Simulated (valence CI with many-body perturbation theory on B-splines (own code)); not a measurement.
E1 line list for Mn¹⁹⁺

Level of theory: valence CI with perturbative core correlation (CI+MBPT): four valence electrons over a frozen Dirac-Fock core [He], a basis of 11 s, 11 p, 9 d, 7 f, 5 g, 2 h, 1 i functions for each j, with the one-electron correlation potential Σ1, the two-electron term Σ2, the three-electron term Σ3, Breit, model QED; selected CI, second order for the rest (own B-spline code, finite nucleus).

No measured spectrum was set against this ion. As an estimate, levels of excited configurations hold to 0.05 to 0.15 % of their energy, terms of the ground configuration to about 0.5 %.

Lines 1 to 50 of 248 in falling wavelength, among levels below 987.60 eV, chosen from the strongest by gf and those to the six lowest levels. Wavelengths and rates use the calculated energies, so an error of 500 cm⁻¹ moves a line at 684.8 Å by 0.34 % and its rate by three times that or more. Electric multipoles are in the length gauge, E1 and E2 with the static RPA response of the core. Weak lines are less certain than strong ones. Lines between different terms over intervals too small for the method are left out, as are lines whose strength nearly cancels. Where a level lies close to another of its J and parity, the split of strength between their lines is uncertain. The highest levels of a list are the least certain.

Names give the largest LS component (configuration and term), which can be under half, so a name can repeat, a term be missing and a line seem to break the LS rules; names also repeat where a configuration has a term twice. Letters in brackets count levels of one name in rising energy.

| λ vac (Å) | Upper | Lower | A (s⁻¹) | log gf | Branch % |
| --- | --- | --- | --- | --- | --- |
| 684.8 | 2s.2p2.3p 1D°_2 | 2s.2p2.3s 1D_2 | 3.10e+08 | -0.96 | 0.0 |
| 614.9 | 2s.2p2.3p 1F°_3 | 2s.2p2.3s 1D_2 | 7.56e+08 | -0.52 | 0.0 |
| 589.9 | 2s2.2p.3p 3P_1 [b] | 2s2.2p.3s 1P°_1 | 7.01e+08 | -0.96 | 0.4 |
| 576.8 | 2s.2p2.3p 3D°_3 [a] | 2s.2p2.3s 3P_2 [a] | 8.49e+08 | -0.53 | 0.0 |
| 573.4 | 2s.2p2.3p 3D°_2 [a] | 2s.2p2.3s 3P_1 | 8.55e+08 | -0.68 | 0.0 |
| 565.7 | 2s.2p2.3d 5P_2 | 2s.2p2.3p 5S°_2 | 5.57e+08 | -0.87 | 0.0 |
| 565.1 | 2s.2p2.3p 3F°_2 | 2s.2p2.3s 3D_1 | 6.40e+08 | -0.81 | 0.0 |
| 563.7 | 2s.2p2.3d 5F_5 | 2s.2p2.3p 5D°_4 | 1.03e+09 | -0.27 | 98.7 |
| 554.2 | 2s.2p2.3p 3P°_1 [a] | 2s.2p2.3s 3P_2 [a] | 8.00e+08 | -0.96 | 0.0 |
| 554.0 | 2s.2p2.3p 5D°_1 | 2s.2p2.3s 5P_1 | 1.04e+09 | -0.84 | 0.1 |
| 547.9 | 2s.2p2.3d 5P_1 | 2s.2p2.3p 5S°_2 | 8.04e+08 | -0.96 | 0.0 |
| 547.4 | 2s.2p2.3d 5F_4 | 2s.2p2.3p 5D°_3 | 1.11e+09 | -0.35 | 0.9 |
| 541.4 | 2s.2p2.3p 3P°_2 | 2s.2p2.3s 3P_2 [a] | 1.09e+09 | -0.62 | 0.0 |
| 528.0 | 2s.2p2.3d 5F_3 | 2s.2p2.3p 5D°_2 | 1.16e+09 | -0.47 | 0.1 |
| 527.7 | 2s.2p2.3d 5D_4 | 2s.2p2.3p 5D°_4 | 4.55e+08 | -0.77 | 24.9 |
| 522.6 | 2s.2p2.3d 5D_2 | 2s.2p2.3p 5P°_2 | 5.37e+08 | -0.96 | 0.0 |
| 510.6 | 2s.2p2.3d 5D_4 | 2s.2p2.3p 5P°_3 | 9.14e+08 | -0.49 | 50.1 |
| 508.5 | 2s.2p2.3d 5D_3 | 2s.2p2.3p 5P°_2 | 9.05e+08 | -0.61 | 0.0 |
| 508.1 | 2s2.2p.3d 3F°_4 | 2s2.2p.3p 3D_3 | 1.30e+09 | -0.34 | 94.7 |
| 506.7 | 2s.2p2.3p 3F°_3 | 2s.2p2.3s 3D_2 | 1.49e+09 | -0.40 | 0.5 |
| 506.4 | 2s.2p2.3p 5P°_3 | 2s.2p2.3s 5P_3 | 1.36e+09 | -0.44 | 0.2 |
| 499.7 | 2s.2p2.3d 5D_3 | 2s.2p2.3p 5D°_3 | 3.83e+08 | -1.00 | 0.0 |
| 499.5 | 2s2.2p.3p 3D_3 | 2s2.2p.3s 3P°_2 | 1.56e+09 | -0.39 | 3.4 |
| 492.1 | 2s2.2p.3d 3F°_3 | 2s2.2p.3p 3D_2 | 1.41e+09 | -0.45 | 0.0 |
| 490.6 | 2s.2p2.3p 5D°_4 | 2s.2p2.3s 5P_3 | 1.92e+09 | -0.20 | 52.9 |
| 490.1 | 2s.2p2.3d 5F_2 | 2s.2p2.3p 5D°_1 | 9.27e+08 | -0.78 | 0.1 |
| 486.7 | 2s.2p2.3p 5D°_3 | 2s.2p2.3s 5P_2 | 1.82e+09 | -0.35 | 11.9 |
| 481.4 | 2s.2p2.3p 5P°_1 | 2s.2p2.3s 5P_2 | 9.24e+08 | -1.02 | 0.0 |
| 479.7 | 2s.2p2.3p 3F°_4 | 2s.2p2.3s 3D_3 | 2.10e+09 | -0.19 | 23.5 |
| 478.6 | 2s.2p2.3p 5P°_2 | 2s.2p2.3s 5P_2 | 1.03e+09 | -0.75 | 0.2 |
| 476.7 | 2s2.2p.3d 3D°_3 | 2s2.2p.3p 3P_2 | 9.90e+08 | -0.63 | 0.0 |
| 476.2 | 2s.2p2.3p 5D°_2 | 2s.2p2.3s 5P_1 | 1.57e+09 | -0.57 | 16.2 |
| 472.2 | 2s2.2p.3p 3S_1 | 2s2.2p.3s 3P°_2 | 1.61e+09 | -0.79 | 1.0 |
| 470.9 | 2s2.2p.3d 3P°_2 [a] | 2s2.2p.3p 3P_1 [a] | 1.42e+09 | -0.63 | 0.0 |
| 470.8 | 2s2.2p.3d 1D°_2 | 2s2.2p.3p 3P_1 [b] | 1.10e+09 | -0.74 | 0.0 |
| 468.4 | 2s2.2p.3p 3D_2 | 2s2.2p.3s 3P°_1 | 1.80e+09 | -0.53 | 3.1 |
| 464.9 | 2s.2p2.3p 1D°_2 | 2s.2p2.3s 3D_1 | 7.36e+08 | -0.92 | 0.0 |
| 464.1 | 2s.2p2.3d 3F_4 | 2s.2p2.3p 3D°_3 [a] | 1.73e+09 | -0.30 | 0.0 |
| 463.7 | 2s2.2p.3p 3P_2 | 2s2.2p.3s 3P°_2 | 1.72e+09 | -0.56 | 0.8 |
| 461.2 | 2s.2p2.3d 5P_3 | 2s.2p2.3p 5P°_3 | 1.07e+09 | -0.62 | 0.0 |
| 459.3 | 2s.2p2.3p 3D°_2 [b] | 2s.2p2.3s 3D_3 | 8.63e+08 | -0.86 | 0.1 |
| 457.0 | 2s.2p2.3d 3F_2 | 2s.2p2.3p 3D°_1 [a] | 1.37e+09 | -0.67 | 0.0 |
| 456.8 | 2s2.2p.3p 3P_1 [a] | 2s2.2p.3s 3P°_0 | 1.37e+09 | -0.89 | 1.1 |
| 456.6 | 2s.2p2.3d 3F_3 | 2s.2p2.3p 3D°_2 [a] | 1.61e+09 | -0.45 | 0.0 |
| 454.8 | 2s2.2p.3d 1F°_3 | 2s2.2p.3p 1D_2 | 1.75e+09 | -0.42 | 0.0 |
| 453.5 | 2s.2p2.3d 3P_2 | 2s.2p2.3p 5P°_1 | 1.02e+09 | -0.80 | 0.0 |
| 450.4 | 2s2.2p.3d 3F°_2 | 2s2.2p.3p 3D_1 | 1.51e+09 | -0.64 | 0.1 |
| 448.4 | 2s2.2p.3d 3P°_2 [b] | 2s2.2p.3p 3P_2 | 6.52e+08 | -1.01 | 0.0 |
| 444.0 | 2s2.2p.3d 3D°_3 | 2s2.2p.3p 3D_3 | 5.89e+08 | -0.91 | 0.0 |
| 441.4 | 2s.2p2.3p 3D°_2 [b] | 2s.2p2.3s 3D_2 | 1.04e+09 | -0.82 | 0.1 |
